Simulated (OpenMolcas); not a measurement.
**Mn5+: terms and fine structure**

```json
{
  "Program": "OpenMolcas 26.06",
  "Method": "SS-RASPT2, IPEA 0.25 Eh, imaginary shift 0.1 Eh (closed shells correlated: 3s)",
  "Basis": "ANO-RCC-VTZP [6s5p3d2f1g]",
  "Scalar Hamiltonian": "DKH2, point nucleus",
  "Active space": "8 electrons in 8 orbitals (RAS1 3p, at most 2 holes; RAS2 3d)",
  "State averaging": "2S+1 = 3 even, 10 roots; 2S+1 = 1 even, 15 roots",
  "Spin-orbit coupling": "state interaction with AMFI integrals over the reference wave functions, term energies averaged over their components"
}
```

Spin-free terms above the lowest, with the occupations of the reference:

```tsv
Configuration	Term	E (cm⁻¹)	Occupations
3d²	³F	0.0	3p 5.96 3d 2.04
3d²	¹D	14850	3p 5.96 3d 2.04
3d²	³P	18200	3p 5.96 3d 2.04
3d²	¹G	25100	3p 5.96 3d 2.04
3d²	¹S	59160	3p 5.95 3d 2.05
```

With spin-orbit coupling, above the lowest level:

```csv
Configuration,Term,J,E (cm⁻¹),Measured (cm⁻¹),g,Term weight %,Second
3d²,³F,2,0.0,0.0,0.667,100,
3d²,³F,3,785,746,1.084,100,
3d²,³F,4,1772,1669,1.250,100,
3d²,¹D,2,15780,15336,1.017,96,4 ³P
3d²,³P,0,18710,17782,,100,
3d²,³P,1,18990,18057,1.501,100,
3d²,³P,2,19620,18628,1.483,96,4 ¹D
3d²,¹G,4,26140,25511,1.000,100,
3d²,¹S,0,60230,,,100,
```

Against the 7 measured excited levels shown (Corliss and Sugar, J. Phys. Chem. Ref. Data 6, 1253 (1977)) the mean absolute deviation is 580 cm-1; the largest miss in energy is 3d² ³P₂: computed 19620, measured 18628 cm⁻¹ (+5.3 %).

Spin-orbit coupling puts the lowest level 1034 cm⁻¹ below the lowest spin-free term.

A least-squares Racah fit to the terms below 60000 cm-1, each weighted by 2L + 1 and with a free common offset, gives B = 1276 cm-1 and C = 4575 cm-1 (C/B = 3.58), with an rms deviation of 613 cm-1.

For ³F the intervals divided by the larger J are 261.7, 246.8 cm-1. Landé's interval rule makes them equal in pure LS coupling; they differ by 6 % of their mean. The multiplet is regular.

Term energies are means over components that CASPT2 splits; among the terms shown or strongly mixed into the levels shown the widest spread is 280 cm-1 (3d² ³F). Active for correlation alone: 3p; no level in the range computed is led by a configuration that opens it, so any true level of that kind is missing. Computed and measured levels are paired by configuration, term and J; levels that our copy of the source lacks, or whose pairing is in doubt (as where it misses far off the trend of its configuration), stay unpaired and out of the deviations. Levels of configurations outside the active space are missing. The first state left out of the spin-orbit step lies near 800000 cm-1 above the lowest spin-free state of the reference (among the parities and spins computed), and the list stops at four fifths of that energy or lower.

The CASPT2 steps took 10 s on 1 thread of Arm Neoverse V2 (shared host); the integral step is not counted.

The term weight is that of the spin-free term in the level, not the purity of its configuration.
